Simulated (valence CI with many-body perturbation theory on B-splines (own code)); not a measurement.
# E1 line list for In18+

Level of theory: configuration interaction combined with many-body perturbation theory (CI+MBPT): three valence electrons over a frozen Dirac-Fock core [Ar] 3d10, radial functions for each j: 11 s, 11 p, 10 d, 8 f, 5 g, 2 h, with the one-electron correlation potential Σ1 (screened to all orders), the two-electron term Σ2, the three-electron term Σ3, Breit, model QED; selected single and double excitations, second order for the rest, scaled by the run's own slope (own B-spline code, finite nucleus).

No measured levels were compared; by estimate levels hold to about 250 cm⁻¹ or 0.2 % of their energy and the worst to 1 %, as in measured heavy ions of charge 2 to 7; those with d or f electrons hold less well.

Lines 201 to 250 of 562 in falling wavelength, among levels below 2106400 cm⁻¹, chosen from the strongest by gf and those to the six lowest levels. Wavelengths and rates use the calculated energies, so an error of 2000 cm⁻¹ moves a line at 174.5 Å by 0.35 % and its rate by three times that or more. Electric multipoles are in the length gauge, E1 and E2 with the static RPA response of the core. Weak lines are less certain than strong ones. Lines between different terms over intervals too small for the method are left out, as are lines whose strength nearly cancels. Where a level lies close to another of its J and parity, the split of strength between their lines is uncertain. The highest levels of a list are the least certain.

Names give the largest LS component (configuration and term), which can be under half, so a name can repeat, a term be missing and a line seem to break the LS rules; names also repeat where a configuration has a term twice. Letters in brackets count levels of one name in rising energy.

| λ vac (Å) | Upper | Lower | A (s⁻¹) | S (a.u.) with core polarisation | S without |
| --- | --- | --- | --- | --- | --- |
| 174.5 | 4s4p4f ²F_7/2 [b] | 4s4p4d ²F°_7/2 [b] | 2.95e+10 | 6.18e-01 | 6.69e-01 |
| 174.3 | 4p²4f ²G°_7/2 [b] | 4p²4d ²G_7/2 | 1.08e+10 | 2.25e-01 | 2.43e-01 |
| 174.1 | 4p²4d ⁴D_3/2 | 4p³ ⁴S°_3/2 [b] | 2.55e+10 | 2.66e-01 | 2.88e-01 |
| 173.9 | 4p²4f ⁴G°_9/2 [b] | 4p²4d ²G_9/2 | 1.57e+10 | 4.08e-01 | 4.43e-01 |
| 173.6 | 4s4p4d ⁴F°_7/2 | 4s4p² ⁴P_5/2 | 1.53e+10 | 3.17e-01 | 3.42e-01 |
| 173.4 | 4s4p4d ⁴F°_5/2 | 4s4p² ⁴P_3/2 | 3.82e+09 | 5.89e-02 | 6.36e-02 |
| 173.4 | 4p³ ²P°_3/2 | 4s4p² ⁴P_3/2 | 1.72e+09 | 1.77e-02 | 1.94e-02 |
| 173.0 | 4p4d² ⁴D°_5/2 [a] | 4p²4d ⁴D_5/2 | 1.55e+10 | 2.37e-01 | 2.56e-01 |
| 172.9 | 4p4d² ²D°_3/2 [a] | 4p²4d ²P_3/2 [a] | 1.73e+10 | 1.77e-01 | 1.91e-01 |
| 172.5 | 4p4d² ⁴G°_5/2 [b] | 4p²4d ²F_5/2 [a] | 1.84e+10 | 2.80e-01 | 3.03e-01 |
| 172.3 | 4s4d² ²F_7/2 | 4s4p4d ²F°_5/2 [b] | 1.10e+10 | 2.22e-01 | 2.42e-01 |
| 172.3 | 4p4d² ⁴D°_7/2 [b] | 4p²4d ²F_5/2 [b] | 9.42e+09 | 1.90e-01 | 2.07e-01 |
| 172.0 | 4p4d² ⁴F°_9/2 | 4p²4d ²G_9/2 | 8.99e+09 | 2.26e-01 | 2.44e-01 |
| 171.8 | 4p²4d ²P_1/2 [b] | 4p³ ²P°_1/2 | 4.05e+10 | 2.03e-01 | 2.20e-01 |
| 171.7 | 4s4d² ²F_7/2 | 4s4p4d ²F°_7/2 [b] | 1.71e+10 | 3.41e-01 | 3.70e-01 |
| 171.0 | 4s4d² ²P_3/2 | 4s4p4d ²D°_5/2 [b] | 5.01e+10 | 4.95e-01 | 5.36e-01 |
| 170.8 | 4p4d² ⁴D°_7/2 [a] | 4p²4d ²G_9/2 | 1.98e+10 | 3.90e-01 | 4.22e-01 |
| 170.8 | 4s4p4d ²F°_5/2 [a] | 4s4p² ²D_3/2 | 5.13e+10 | 7.57e-01 | 8.20e-01 |
| 170.7 | 4s4p4f ²D_3/2 [a] | 4s4p4d ²P°_3/2 [b] | 2.41e+10 | 2.36e-01 | 2.57e-01 |
| 170.7 | 4p4d² ⁴F°_7/2 | 4p²4d ⁴P_5/2 | 2.36e+10 | 4.64e-01 | 4.95e-01 |
| 170.7 | 4p4d² ²F°_7/2 [a] | 4p²4d ⁴F_7/2 | 1.84e+10 | 3.60e-01 | 3.88e-01 |
| 170.6 | 4p4d² ⁴D°_3/2 | 4p²4d ⁴D_3/2 | 3.05e+10 | 2.99e-01 | 3.22e-01 |
| 170.6 | 4s4p4f ²D_3/2 [a] | 4s4p4d ²D°_3/2 [b] | 4.75e+10 | 4.66e-01 | 5.03e-01 |
| 170.6 | 4p4d² ²P°_1/2 [a] | 4p²4d ²D_3/2 [a] | 9.00e+10 | 4.41e-01 | 4.78e-01 |
| 170.3 | 4p²4d ²D_3/2 [a] | 4p³ ²P°_1/2 | 3.02e+10 | 2.94e-01 | 3.18e-01 |
| 170.3 | 4p²4d ²G_7/2 | 4p³ ²D°_5/2 | 1.97e+10 | 3.85e-01 | 4.14e-01 |
| 170.2 | 4s4d² ²S_1/2 [a] | 4s4p4d ²P°_1/2 [b] | 6.66e+10 | 3.24e-01 | 3.52e-01 |
| 169.8 | 4s4d² ²S_1/2 [b] | 4s4p4d ²P°_3/2 [b] | 9.72e+10 | 4.70e-01 | 5.09e-01 |
| 169.8 | 4s4p4f ²G_7/2 [a] | 4s4p4d ²F°_5/2 [a] | 2.37e+10 | 4.58e-01 | 4.89e-01 |
| 169.7 | 4s4d² ²S_1/2 [b] | 4s4p4d ²D°_3/2 [b] | 5.82e+10 | 2.81e-01 | 3.04e-01 |
| 169.6 | 4p²4f ²F°_5/2 [b] | 4p²4d ²D_3/2 [a] | 1.19e+10 | 1.71e-01 | 1.82e-01 |
| 169.6 | 4s4p4d ²P°_1/2 [a] | 4s4p² ²S_1/2 | 8.43e+10 | 4.06e-01 | 4.39e-01 |
| 169.3 | 4s4p4d ⁴P°_5/2 | 4s4p² ⁴P_5/2 | 1.90e+10 | 2.73e-01 | 2.96e-01 |
| 169.3 | 4s4d² ²P_3/2 | 4s4p4d ²P°_3/2 [b] | 9.23e+10 | 8.84e-01 | 9.59e-01 |
| 169.0 | 4s4p4d ²P°_1/2 [b] | 4s4p² ²P_3/2 | 4.28e+10 | 2.04e-01 | 2.21e-01 |
| 169.0 | 4s4p4d ²D°_3/2 [a] | 4s4p² ²D_3/2 | 5.85e+10 | 5.58e-01 | 6.06e-01 |
| 169.0 | 4p4d² ⁴D°_7/2 [a] | 4p²4d ⁴D_7/2 | 1.27e+10 | 2.42e-01 | 2.63e-01 |
| 169.0 | 4s4p4d ²D°_5/2 [a] | 4s4p² ²D_5/2 | 7.80e+10 | 1.11e+00 | 1.21e+00 |
| 168.9 | 4p4d² ²D°_3/2 [a] | 4p²4d ²F_5/2 [a] | 2.69e+10 | 2.56e-01 | 2.78e-01 |
| 168.8 | 4p4d² ⁴D°_1/2 [a] | 4p²4d ⁴D_1/2 | 4.70e+10 | 2.23e-01 | 2.42e-01 |
| 168.7 | 4s4p4f ⁴F_7/2 [a] | 4s4p4d ⁴P°_5/2 | 1.26e+10 | 2.38e-01 | 2.53e-01 |
| 168.6 | 4p4d² ²G°_9/2 [b] | 4p²4d ²F_7/2 [b] | 1.47e+10 | 3.48e-01 | 3.79e-01 |
| 168.4 | 4p4d² ⁴P°_5/2 | 4p²4d ⁴D_7/2 | 1.85e+10 | 2.62e-01 | 2.84e-01 |
| 168.2 | 4p²4d ²S_1/2 | 4p³ ²P°_3/2 | 9.96e+10 | 4.68e-01 | 5.08e-01 |
| 168.2 | 4p4d² ⁴S°_3/2 | 4p²4d ²F_5/2 [b] | 3.02e+10 | 2.84e-01 | 3.07e-01 |
| 167.7 | 4p4d² ⁴D°_5/2 [b] | 4p²4d ⁴D_5/2 | 1.21e+10 | 1.69e-01 | 1.84e-01 |
| 167.4 | 4s4d² ²S_1/2 [a] | 4s4p4d ²P°_1/2 [a] | 5.46e+10 | 2.53e-01 | 2.74e-01 |
| 167.4 | 4s4p4d ⁴D°_3/2 | 4s4p² ⁴P_5/2 | 3.43e+09 | 3.17e-02 | 3.44e-02 |
| 167.4 | 4s²4d ²D_3/2 | 4s²4p ²P°_3/2 | 2.76e+10 | 2.56e-01 | 2.77e-01 |
| 167.3 | 4p²4f ⁴F°_7/2 | 4p²4d ²F_5/2 [b] | 1.23e+10 | 2.28e-01 | 2.45e-01 |
